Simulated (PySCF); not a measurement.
Distorted geometries of [La(HCN)]3+

[La(HCN)]3+ (singlet). PySCF 2.14.0, RKS PBE0, La lcecp-1-SVP with ECP46, N def2-SVP, C def2-SVP, H def2-SVP; non-relativistic Hamiltonian with scalar-relativistic core potentials where named; density fitting; no spin-orbit coupling. Relaxed geometry:

```xyz
4

La    0.0000    0.0000   -0.3478
N     0.0000    0.0000    2.0204
C     0.0000    0.0000    3.1846
H     0.0000    0.0000    4.2969
```

Problem. Order these distorted geometries by energy above the relaxed one, lowest first.
A.
```xyz
4

La    0.0549   -0.0423   -0.3917
N     0.0294    0.0152    2.0046
C    -0.0393   -0.0223    3.2003
H    -0.0450    0.0494    4.3409
```
B.
```xyz
4

La   -0.0296   -0.0099   -0.3407
N    -0.0166   -0.0298    2.0175
C     0.0089   -0.0071    3.1720
H     0.0373    0.0468    4.3053
```
C.
```xyz
4

La   -0.0614   -0.1582   -0.5356
N    -0.1217    0.0964    2.0756
C     0.1730    0.0666    3.1204
H     0.0101   -0.0047    4.4937
```

Solution. B (0.02 eV), A (0.10 eV), C (1.72 eV).

Problem. Which forces (eV/Å) act in the one that lies 0.02 eV up?

Solution. 
```
La  -0.01 -0.02 -0.12
N    0.00 -0.02 -1.11
C    0.04  0.15  1.93
H   -0.03 -0.10 -0.70
```
Forces carry noise of the integration grid, about 0.01 to 0.03 eV/Å.
